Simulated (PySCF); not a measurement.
**TeS: one state, many levels of theory**

State: ³Σ⁻ (triplet), unpaired electrons π ↑↑. Set-up: Te cc-pVDZ-PP with ECP28, S cc-pV(D+d)Z; scalar-relativistic core potentials (PySCF 2.14). De refers to Te + S in their high-spin ground configurations, without counterpoise correction. The functionals are run spin-unrestricted. A positive dipole means Te(−)S(+). Levels whose curve was spin-contaminated or gave no clean fit are not listed.

| Level | Re (Å) | ωe (cm⁻¹) | De (eV) | μ (D) |
| --- | --- | --- | --- | --- |
| UHF | 2.210 | 533 | 1.13 | -2.03 |
| UHF-CCSD | 2.256 | 474 | 2.59 | n/a |
| UHF-CCSD(T) | 2.270 | 454 | 2.81 | n/a |
| LDA | 2.251 | 467 | 4.73 | -1.46 |
| PBE | 2.272 | 452 | 3.96 | -1.61 |
| r²SCAN | 2.253 | 471 | 3.68 | -1.68 |
| PBE0 | 2.238 | 487 | 3.52 | -1.72 |
| B97-3 | 2.251 | 478 | 3.52 | -1.84 |
| M06 | 2.251 | 477 | 3.81 | -2.09 |
| LC-ωPBE | 2.198 | 537 | 2.99 | -1.93 |

Q: Which functional lies closest to UHF-CCSD(T) in De, which farthest, and by how much do they differ from it?

A: Closest is LC-ωPBE (-7.2 pm in Re, +18.3 % in ωe, +0.18 eV in De against UHF-CCSD(T) in the same basis), farthest LDA (-1.9 pm in Re, +2.9 % in ωe, +1.92 eV in De). CCSD(T) converges more slowly with the basis than the functionals do and binds too weakly in this one, so the order can change at the basis-set limit.

Q: What does a quarter of exact exchange do here, going from PBE to PBE0?

A: PBE0 less PBE: -3.4 pm in Re, +7.7 % in ωe, -0.44 eV in De. Exact exchange removes part of the self-interaction that spreads semilocal densities, and in most molecules shortens and stiffens the bond and lowers De; so it does here.

Q: What does the triples do here, going from UHF-CCSD to UHF-CCSD(T)?

A: UHF-CCSD(T) less UHF-CCSD: +1.4 pm in Re, -4.2 % in ωe, +0.22 eV in De. Correlation nearly always deepens the well. The bond lengthens, as in strong covalent bonds, where excitations into antibonding orbitals dominate.

Correlated steps freeze 9 core orbitals. Correlated levels converge slowly with the basis: in double zeta they bind strong bonds too weakly, by up to about 1 eV, and carry superposition errors of some tenths. Spin–orbit coupling is left out, which matters for elements this heavy, above all for dissociation energies. The state is the lowest determinant that a PBE0 search found; another state may lie lower at other levels.
